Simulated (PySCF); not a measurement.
1-ethynyl-1-methylcyclopropane (C6H8), SMILES C1CC1(C)C#C. Heavy atoms are numbered as in [CH:1]#[C:2][C:3]1([CH3:4])[CH2:5][CH2:6]1. Hydrogens are named by the atom that carries them.

The structure is a stationary point at ωB97X-D3(BJ)/def2-SVP.

Calculation: PBE/def2-TZVP run with PySCF.

Atomic charges (e), one atom of each kind:

```
atom      meta-Löwdin  Mulliken  Löwdin
--------  -----------  --------  ------
C1 (CH)         -0.24     -0.14     [?]
C2              -0.04     -0.04   -0.07
C3               0.04      0.01   -0.27
C4 (CH3)        -0.34     -0.36     [?]
C5 (CH2)        -0.23     -0.23     [?]
H on C1          0.17      0.15     [?]
H on C4          0.12      0.12    0.13
H on C5          0.12      0.11    0.14
```

Q: Fill in the missing entries. (Estimate from the structure and the level; the computed values follow.)

A: 
- C1 (CH), Löwdin: -0.11
- C4 (CH3), Löwdin: -0.25
- C5 (CH2), Löwdin: -0.19
- H on C1, Löwdin: 0.13

Computed Mayer and Wiberg (Löwdin basis) orders of the bonds:
```tsv
bond	Mayer	Wiberg
C1–C2	2.56	2.93
C2–C3	1.32	1.20
C3–C4	1.03	1.18
C3–C5	0.87	1.14
C3–C6	0.87	1.14
C5–C6	1.02	1.28
```
